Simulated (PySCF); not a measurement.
Molfile (atoms numbered from 1):
```
C4H12BP
     RDKit          3D

 18 17  0  0  0  0  0  0  0  0999 V2000
    1.3043    1.6861   -0.5920 C   0  0  0  0  0  0  0  0  0  0  0  0
    0.8574    0.2576   -0.1170 B   0  0  0  0  0  0  0  0  0  0  0  0
    2.1674   -0.9402    0.5816 P   0  0  0  0  0  0  0  0  0  0  0  0
   -0.6335   -0.2202   -0.3553 C   0  0  0  0  0  0  0  0  0  0  0  0
   -0.8394   -1.7104   -0.6095 C   0  0  0  0  0  0  0  0  0  0  0  0
   -1.4280    0.2470    0.8760 C   0  0  0  0  0  0  0  0  0  0  0  0
    1.5730    1.5808   -1.6617 H   0  0  0  0  0  0  0  0  0  0  0  0
    0.4766    2.4130   -0.5629 H   0  0  0  0  0  0  0  0  0  0  0  0
    2.1816    2.1113   -0.0834 H   0  0  0  0  0  0  0  0  0  0  0  0
    2.8640   -0.0779    1.4729 H   0  0  0  0  0  0  0  0  0  0  0  0
    1.4206   -1.6603    1.5547 H   0  0  0  0  0  0  0  0  0  0  0  0
   -1.0251    0.3420   -1.2245 H   0  0  0  0  0  0  0  0  0  0  0  0
   -1.9050   -1.9469   -0.7661 H   0  0  0  0  0  0  0  0  0  0  0  0
   -0.2877   -2.0553   -1.4981 H   0  0  0  0  0  0  0  0  0  0  0  0
   -0.4990   -2.3176    0.2453 H   0  0  0  0  0  0  0  0  0  0  0  0
   -2.5024    0.0315    0.7517 H   0  0  0  0  0  0  0  0  0  0  0  0
   -1.3262    1.3290    1.0553 H   0  0  0  0  0  0  0  0  0  0  0  0
   -1.0907   -0.2735    1.7875 H   0  0  0  0  0  0  0  0  0  0  0  0
  1  2  1  0
  2  3  1  0
  2  4  1  0
  4  5  1  0
  4  6  1  0
  1  7  1  0
  1  8  1  0
  1  9  1  0
  3 10  1  0
  3 11  1  0
  4 12  1  0
  5 13  1  0
  5 14  1  0
  5 15  1  0
  6 16  1  0
  6 17  1  0
  6 18  1  0
M  END
```

- geometry from PBE0-D3(BJ)/def2-SVP
- NMR shieldings at KT2/pcSseg-1/GIAO
- run in PySCF
- fast rotation and ring inversion assumed for equivalent nuclei, one conformer, no solvent model, relativity neglected

Shifts are taken against calculated references (same method and geometry level): 13C, 1H vs TMS; BF3·OEt2 for 11B; 31P against H3PO4.

| atoms | nucleus | count | δ (ppm) |
| --- | --- | --- | --- |
| B2 | 11B | 1 | 89.1 |
| C1 | 13C | 1 | 17.5 |
| P3 | 31P | 1 | ? |
| C5/C6 | 13C | 2 | 19.8 |
| H7/H8/H9 | 1H | 3 | ? |
| H13/H14/H15/H16/H17/H18 | 1H | 6 | 0.96 |
| H12 | 1H | 1 | 1.55 |
| C4 | 13C | 1 | ? |
| H10/H11 | 1H | 2 | 2.88 |

**Question.** Estimate the values marked ?.

**Answer.** 
- C4: 33.1 ppm, sp3 CH bonded to B
- H7/H8/H9: 1.16 ppm, hydrogen on a methyl carbon bonded to B
- P3: -197.5 ppm, phosphorus bonded to B, 2 H

A carbon bonded to boron is broadened by the quadrupolar boron nucleus and is often missing from a measured spectrum. Shifts are as computed. Against solution values, carbons near 30 ppm lie about +2 ppm off and those near 130 ppm about -5 ppm. Of 1211 compounds with measured shifts, 218 miss one by over three times the rms of a fit or turn the order of signals round; such compounds aren't used in these exercises. Experimental scales use liquid or dissolved standards, which lie at an offset from isolated H3PO4.
